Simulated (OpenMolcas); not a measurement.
**Cr3+: effect of the basis set**

| Property | Result |
| --- | --- |
| Program | OpenMolcas |
| Method | SS-CASPT2, IPEA 0.25 Eh, imaginary shift 0.1 Eh (closed shells correlated: 3s 3p) |
| Active space | 3 electrons in 10 orbitals (3d 4d) |
| State averaging | 2S+1 = 4 even, 10 roots; 2S+1 = 2 even, 40 roots |
| Spin-orbit coupling | RASSI with atomic mean-field integrals over the reference wave functions, term energies averaged over their components |

A. ANO-R2 [6s4p4d2f], X2C, finite nucleus; CASPT2 step about 7 core-minutes
B. ANO-RCC-VTZP [6s5p3d2f1g], DKH2, point nucleus; CASPT2 step about 4 core-minutes
C. ANO-RCC-VQZP [7s6p4d3f2g1h], DKH2, point nucleus; CASPT2 step about 5 core-minutes

Energies in cm-1 above 3d3 4F 3/2, the measured ground level; measured values from Sugar and Corliss, J. Phys. Chem. Ref. Data 6, 317 (1977).

```csv
Level,A,B,C,Measured
3d3 4F 3/2,0.0,0.0,0.0,0.0
3d3 4F 5/2,251,248,250,236
3d3 4F 7/2,593,587,592,556
3d3 4F 9/2,1020,1009,1017,946
3d3 4P 1/2,14680,14770,14420,14059
3d3 4P 3/2,14790,14880,14530,14177
3d3 4P 5/2,15090,15180,14830,14471
3d3 2G 7/2,15750,15520,14870,15052
3d3 2G 9/2,16130,15890,15250,15402
3d3 2P 3/2 [69 %],20300,20110,19460,
3d3 2P 1/2,20360,20090,19460,19519
3d3 2D 3/2(1) [70 %],21550,21490,20830,20650
3d3 2D 5/2(1),21610,21630,20960,20664
3d3 2H 9/2,22280,21780,21080,21066
3d3 2H 11/2,22580,22070,21370,21321
3d3 2F 7/2,35950,35580,34770,34363
3d3 2F 5/2,36100,35730,34920,34556
3d3 2D 5/2(2),55600,55590,54490,52975
3d3 2D 3/2(2),55760,55750,54650,53142
```

Deviations, from unrounded energies. A percentage is the sum of absolute deviations over the sum of measured energies, with the sign that they share, or ± where signs differ.

```json
{"Against measurement": "mean absolute deviation (cm-1)", "Levels": "17", "A": "1000", "B": "860", "C": "350"}
{"Against measurement": "fine structure of the ground term (%)", "Levels": "3", "A": "+7.3", "B": "+6.2", "C": "+7.0"}
{"Against measurement": "other terms of the ground configuration (%)", "Levels": "14", "A": "+4.8", "B": "+4.1", "C": "±1.7"}
```

C lies closest to measurement on these levels and A furthest from it. The largest miss of C in the table is 3d3 2D 5/2(2), by +1500 cm-1. The ranking rests on the paired levels alone, and a cruder setting can come out closer through cancelling errors.

Among A to C the level of the table that moves most is 3d3 2H 11/2, by 1200 cm-1 (lowest in C, highest in A). Moves below CASPT2's spread within the term are not significant.

CASPT2 breaks the degeneracy within a term, and the mean is taken; among the terms shown or strongly mixed into the levels shown the widest spread is 780 cm-1 (3d3 4F, A). Active for correlation alone: 4d; no level in the range computed is led by a configuration that fills it, so any true level of that kind is missing. Computed and measured levels are paired by configuration, term and J; levels that our copy of the source lacks, or whose pairing is in doubt (as where it misses far off the trend of its configuration), stay unpaired and out of the deviations. Levels of configurations outside the active space are missing.

A share in square brackets marks a mixed level and gives the weight of the term that names it, the lowest over the columns. A number in round brackets counts repeated terms of one configuration in the order of the reference energies.
